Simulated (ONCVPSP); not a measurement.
## PBE ONCV dataset for Ir (Z = 77), scalar-relativistic all-electron reference.

The input file (ONCVPSP 4.0.1):

```
# ATOM AND REFERENCE CONFIGURATION
# atsym  z   nc   nv     iexc    psfile
  Ir 77.00   11    3        4      upf
#
#   n    l    f
    1    0    2.00
    2    0    2.00
    2    1    6.00
    3    0    2.00
    3    1    6.00
    3    2   10.00
    4    0    2.00
    4    1    6.00
    4    2   10.00
    5    0    2.00
    5    1    6.00
    4    3   14.00
    5    2    7.00
    6    0    2.00
#
# PSEUDOPOTENTIAL AND OPTIMIZATION
# lmax
    3
#
#   l,   rc,      ep,       ncon, nbas, qcut
    0    2.00    0.00    5   10    3.20
    1    2.05    0.47    3    7    4.00
    2    2.00    0.00    3    8    7.00
    3    0.70    0.00    4    8   23.10
#
# LOCAL POTENTIAL
# lloc, lpopt,  rc(5),   dvloc0
    4    5    0.45   -1.00
#
# VANDERBILT-KLEINMAN-BYLANDER PROJECTORs
# l, nproj, debl
    0    2    2.50
    1    2    0.70
    2    3    1.40
    3    2    2.80
#
# MODEL CORE CHARGE
# icmod, fcfact, rcfact
    2    0.55    1.10
#
# LOG DERIVATIVE ANALYSIS
# epsh1, epsh2, depsh
   -4.00    5.00    0.02
#
# OUTPUT GRID
# rlmax, drl
    6.00    0.01
#
# TEST CONFIGURATIONS
# ncnf
    4
# nvcnf
#   n    l    f
    3
    4    3   14.00
    5    2    7.00
    6    0    1.00
#
    3
    4    3   14.00
    5    2    7.00
    6    0    0.00
#
    3
    4    3   14.00
    5    2    6.00
    6    0    0.00
#
    3
    4    3   14.00
    5    2    5.00
    6    0    0.00
#
```

Command:

```bash
oncvpsp.x < Ir.dat > Ir.out
```

Output (shortened: citation, most of the input echo, consistency checks and plot data are left out):

```
ONCVPSP  (Optimized Norm-Conservinng Vanderbilt PSeudopotential)
scalar-relativistic version 4.0.1

#   n    l    f        energy (Ha)
    1    0    2.00    -2.7980481E+03
    2    0    2.00    -4.8946590E+02
    2    1    6.00    -4.2516168E+02
    3    0    2.00    -1.1448287E+02
    3    1    6.00    -9.5683617E+01
    3    2   10.00    -7.5010334E+01
    4    0    2.00    -2.4423332E+01
    4    1    6.00    -1.8259112E+01
    4    2   10.00    -1.0693580E+01
    5    0    2.00    -3.6009185E+00
    5    1    6.00    -2.0101431E+00
    4    3   14.00    -2.2855007E+00
    5    2    7.00    -2.6266829E-01
    6    0    2.00    -2.3267220E-01

Reference configufation results
  iterations    27
  all-electron total energy (Ha)   -1.78275495D+04

Begin loop to  construct optimized pseudo wave functions
and semi-local pseudopoentials for all angular momenta

   Wellstate for l =  0  n =  8
     eigenvalue =   2.2673
     asymptotic potential =   2.7673
     half-point radius =  4.0908

Calculating optimized projector #   1

 for l=   0

    Fraction of norm inside rc  0.185669
    Optimizing pswf for qcut=   3.20 a_B^-1,  ecut=   5.11 Ha
    Residual kinetic energy error=  3.75D-03 Ha

    Energy error per electron        Cutoff
         Ha          eV             Ha
         0.01000     0.27211        2.71
         0.00100     0.02721       44.05
         0.00010     0.00272       72.85
         0.00001     0.00027       80.94

Calculating optimized projector #   2

 for l=   0

    Fraction of norm inside rc  0.119127
    Optimizing pswf for qcut=   3.20 a_B^-1,  ecut=   5.11 Ha
    Residual kinetic energy error=  2.94D-02 Ha

    Energy error per electron        Cutoff
         Ha          eV             Ha
         0.01000     0.27211        5.52
         0.00100     0.02721        7.01
         0.00010     0.00272       15.21
         0.00001     0.00027       47.96

   Wellstate for l =  1  n =  7
     eigenvalue =   0.4700
     asymptotic potential =   0.9700
     half-point radius =  6.6845

   Wellstate for l =  1  n =  7
     eigenvalue =   1.1700
     asymptotic potential =   1.6700
     half-point radius =  4.1825

Calculating optimized projector #   1

 for l=   1

    Fraction of norm inside rc  0.077171
    Optimizing pswf for qcut=   4.00 a_B^-1,  ecut=   8.00 Ha
    Residual kinetic energy error=  9.12D-04 Ha

    Energy error per electron        Cutoff
         Ha          eV             Ha
         0.01000     0.27211        2.12
         0.00100     0.02721        7.63
         0.00010     0.00272       40.35
         0.00001     0.00027       90.90

Calculating optimized projector #   2

 for l=   1

    Fraction of norm inside rc  0.158193
    Optimizing pswf for qcut=   4.00 a_B^-1,  ecut=   8.00 Ha
    Residual kinetic energy error=  1.80D-03 Ha

    Energy error per electron        Cutoff
         Ha          eV             Ha
         0.01000     0.27211        5.03
         0.00100     0.02721       15.03
         0.00010     0.00272       64.07

   Wellstate for l =  2  n =  6
     eigenvalue =   1.1373
     asymptotic potential =   1.6373
     half-point radius =  3.1095

   Wellstate for l =  2  n =  7
     eigenvalue =   2.5373
     asymptotic potential =   3.0373
     half-point radius =  3.5551

Calculating optimized projector #   1

 for l=   2

    Fraction of norm inside rc  0.717540
    Optimizing pswf for qcut=   7.00 a_B^-1,  ecut=  24.50 Ha
    Residual kinetic energy error=  8.26D-07 Ha

    Energy error per electron        Cutoff
         Ha          eV             Ha
         0.01000     0.27211       13.21
         0.00100     0.02721       16.86
         0.00010     0.00272       19.75
         0.00001     0.00027       22.16

Calculating optimized projector #   2

 for l=   2

    Fraction of norm inside rc  0.202498
    Optimizing pswf for qcut=   7.00 a_B^-1,  ecut=  24.50 Ha
    Residual kinetic energy error=  6.51D-07 Ha

    Energy error per electron        Cutoff
         Ha          eV             Ha
         0.01000     0.27211       13.83
         0.00100     0.02721       17.47
         0.00010     0.00272       20.17
         0.00001     0.00027       22.29

Calculating optimized projector #   3

 for l=   2

    Fraction of norm inside rc  0.157512
    Optimizing pswf for qcut=   7.00 a_B^-1,  ecut=  24.50 Ha
    Residual kinetic energy error=  3.26D-06 Ha

    Energy error per electron        Cutoff
         Ha          eV             Ha
         0.01000     0.27211       14.63
         0.00100     0.02721       18.35
         0.00010     0.00272       21.24
         0.00001     0.00027       23.41

   Wellstate for l =  3  n =  5
     eigenvalue =   0.5145
     asymptotic potential =   1.0145
     half-point radius =  6.4792

Calculating optimized projector #   1

 for l=   3

    Fraction of norm inside rc  0.791270
    Optimizing pswf for qcut=  23.10 a_B^-1,  ecut= 266.73 Ha
    Residual kinetic energy error=  1.30D-04 Ha

    Energy error per electron        Cutoff
         Ha          eV             Ha
         0.01000     0.27211      220.30
         0.00100     0.02721      244.72
         0.00010     0.00272      276.13
         0.00001     0.00027      580.13

Calculating optimized projector #   2

 for l=   3

    Fraction of norm inside rc  0.001597
    Optimizing pswf for qcut=  23.10 a_B^-1,  ecut= 266.73 Ha
    Residual kinetic energy error=  8.02D-07 Ha

    Energy error per electron        Cutoff
         Ha          eV             Ha
         0.01000     0.27211      115.95
         0.00100     0.02721      171.29
         0.00010     0.00272      212.19
         0.00001     0.00027      241.12

Construct Vanderbilt / Kleinmman-Bylander projectors

B matrix Hermiticity error, ll=   0
   1   2   -1.5962E-04

  Orthonormal projector coefficients  6.4740E+01  5.2037E+00

B matrix Hermiticity error, ll=   1
   1   2   -3.2800E-05

  Orthonormal projector coefficients  3.9044E+01  3.6333E+00

B matrix Hermiticity error, ll=   2
   1   2    2.0355E-04
   1   3   -3.1480E-04
   2   3    1.4342E-04

  Orthonormal projector coefficients  2.3560E+01  1.8566E+00 -9.0249E-01

B matrix Hermiticity error, ll=   3
   1   2    1.9881E-04

  Orthonormal projector coefficients -2.4832E+01 -1.3452E+01

Model core correction analysis
  based on d2Exc/dn_idn_j

d2excae - all-electron derivatives

   -2.847436D-02   -2.906509D-03   -8.585875D-04
   -2.906497D-03   -1.770819D-02   -1.046542D-02
   -8.585848D-04   -1.046429D-02   -2.354895D-02

d2excps - pseudofunction derivatives with no core correction

   -5.784188D-02   -4.438513D-03   -2.651378D-04
   -4.438437D-03   -2.534824D-02   -1.219777D-02
   -2.651329D-04   -1.219638D-02   -2.430395D-02

rms 2nd derivative error    1.018055E-02

amplitude prefactor, scale prefactor
    7.0365    1.2824

d2excps - pseudofunction derivatives with core correction

   -5.206566D-02   -3.067164D-03   -2.124796D-04
   -3.067157D-03   -1.846485D-02   -1.135755D-02
   -2.124743D-04   -1.135640D-02   -2.392910D-02

rms 2nd derivative error    7.886309E-03

Pseudoatom total energy -287.214405

Diagnostic tests using Vanderbilt-Kleinman-Bylander pseudopotentials
  1 or more projectors used as specified by nproj input data

   l    rcore       rmatch      e in        delta e   norm test  slope test

   0   2.0045299   2.0653918  -0.2326722   0.0000002   1.0000401   1.0000332
run_diag: lschvkbbe ERROR   2   1   0  60  2.26732781E+00  1.99059503E+00
   0   2.0045299   2.0653918   2.2673278  -0.2767328   0.0748746   0.1463632

   1   2.0530733   2.1154091   0.4700000  -0.0006488   1.0002637   1.0002637
run_diag: lschvkbbe ERROR   2   2   1  60  1.17000000E+00  1.03399547E+00
   1   2.0530733   2.1154091   1.1700000  -0.1360045   0.9639546   1.9512458

   2   2.0045299   2.0653918  -0.2626683   0.0000307   1.0000942   1.0001751
   2   2.0045299   2.0653918   1.1373317   0.0000715   1.0002752   1.0002752
   2   2.0045299   2.0653918   2.5373317   0.0000593   1.0003174   1.0003174

   3   0.7036649   0.7250297  -2.2855007  -0.0000285   1.0006928   1.0006588
   3   0.7036649   0.7250297   0.5144993  -0.0002067   1.0011788   1.0011788

 Testing for bound ghosts
   n   l    E NL Schr. Eq   E Basis Diag.   E Cutoff

       0                      -46.855769    110.64  WARNING - GHOST(-)
       0                       -3.277366    110.64  WARNING - GHOST(-)
   1   0       -0.232672       -0.221646    110.64

       1                      -29.229094     52.00  WARNING - GHOST(-)
       1                       -1.566694     52.00  WARNING - GHOST(-)
   2   1       -0.044613        0.011242     52.00

       2                       -1.363846    110.36  WARNING - GHOST(-)
   3   2       -0.262638       -0.261766    110.36

   4   3       -2.285529       -2.282221    785.53

 Testing for highly-localized positive-energy ghosts
       l    <radius>/rc     E Basis Diag.   E Cutoff

       0        0.259648        2.757403    110.64  WARNING - GHOST(+)

       1        0.464776       13.805906     52.00  WARNING - GHOST(+)

Test configuration 0

   n   l     f        eae           eps        diff
   1   0  2.0000-2798.04809588
   2   0  2.0000 -489.46589911
   2   1  6.0000 -425.16167727
   3   0  2.0000 -114.48286607
   3   1  6.0000  -95.68361679
   3   2 10.0000  -75.01033426
   4   0  2.0000  -24.42333224
   4   1  6.0000  -18.25911217
   4   2 10.0000  -10.69358011
   5   0  2.0000   -3.60091853
   5   1  6.0000   -2.01014307
   4   3 14.0000   -2.28550074   -2.28552925   -2.85D-05
   5   2  7.0000   -0.26266829   -0.26263754    3.07D-05
   6   0  2.0000   -0.23267220   -0.23267196    2.37D-07

    Total energies and differences
      AE_ref= -1.78275495D+04  AE_tst= -1.78275495D+04  dif=  0.00D+00
      PS_ref= -2.87214405D+02  PS_tst= -2.87214405D+02  dif= -5.68D-14
      PSP excitation error=  5.68D-14

Test configuration 1

   n   l     f        eae           eps        diff
   1   0  2.0000-2798.35470907
   2   0  2.0000 -489.77016094
   2   1  6.0000 -425.46599407
   3   0  2.0000 -114.78754322
   3   1  6.0000  -95.98829847
   3   2 10.0000  -75.31483082
   4   0  2.0000  -24.72827796
   4   1  6.0000  -18.56402584
   4   2 10.0000  -10.99838306
   5   0  2.0000   -3.90655020
   5   1  6.0000   -2.31690693
   4   3 14.0000   -2.59031417   -2.58285015    7.46D-03
   5   2  7.0000   -0.56312981   -0.56220677    9.23D-04
   6   0  1.0000   -0.49856597   -0.49873610   -1.70D-04

    Total energies and differences
      AE_ref= -1.78275495D+04  AE_tst= -1.78271865D+04  dif=  3.63D-01
      PS_ref= -2.87214405D+02  PS_tst= -2.86851103D+02  dif=  3.63D-01
      PSP excitation error= -2.26D-04

Test configuration 2

   n   l     f        eae           eps        diff
   1   0  2.0000-2798.70196854
   2   0  2.0000 -490.11424978
   2   1  6.0000 -425.81016652
   3   0  2.0000 -115.13187023
   3   1  6.0000  -96.33263159
   3   2 10.0000  -75.65896240
   4   0  2.0000  -25.07279106
   4   1  6.0000  -18.90848291
   4   2 10.0000  -11.34267453
   5   0  2.0000   -4.25079574
   5   1  6.0000   -2.66153524
   4   3 14.0000   -2.93449682   -2.91752142    1.70D-02
   5   2  7.0000   -0.89701874   -0.89510659    1.91D-03

    Total energies and differences
      AE_ref= -1.78275495D+04  AE_tst= -1.78265445D+04  dif=  1.01D+00
      PS_ref= -2.87214405D+02  PS_tst= -2.86208690D+02  dif=  1.01D+00
      PSP excitation error= -6.68D-04

Test configuration 3

   n   l     f        eae           eps        diff
   1   0  2.0000-2799.22383653
   2   0  2.0000 -490.63795303
   2   1  6.0000 -426.33388224
   3   0  2.0000 -115.65307094
   3   1  6.0000  -96.85382859
   3   2 10.0000  -76.18063118
   4   0  2.0000  -25.59267880
   4   1  6.0000  -19.42831770
   4   2 10.0000  -11.86248919
   5   0  2.0000   -4.76140101
   5   1  6.0000   -3.16226565
   4   3 14.0000   -3.45341320   -3.45000847    3.40D-03
   5   2  6.0000   -1.35549971   -1.35833199   -2.83D-03

    Total energies and differences
      AE_ref= -1.78275495D+04  AE_tst= -1.78254221D+04  dif=  2.13D+00
      PS_ref= -2.87214405D+02  PS_tst= -2.85086008D+02  dif=  2.13D+00
      PSP excitation error= -9.73D-04

Test configuration 4

psatom: WARNING lschvkbb convergence error n,l,iter=   1   0  48
ea(ii),et,emin,emax -1.373644E+00 -1.410000E+00 -1.410000E+00 -1.410000E+00
run_config: WARNING for fully non-local PS atom, stg. 1
 WARNING no output for configuration 5
```

Note: ghosts flagged at negative energy: s at -1275.0 eV, s at -89.2 eV, p at -795.4 eV, p at -42.6 eV, d at -37.1 eV; GHOST(+) flagged for s at 75.0 eV, p at 375.7 eV. A true bound ghost makes a file unfit for plane-wave use.

The run took about 4.6 s on one core of a shared server CPU.
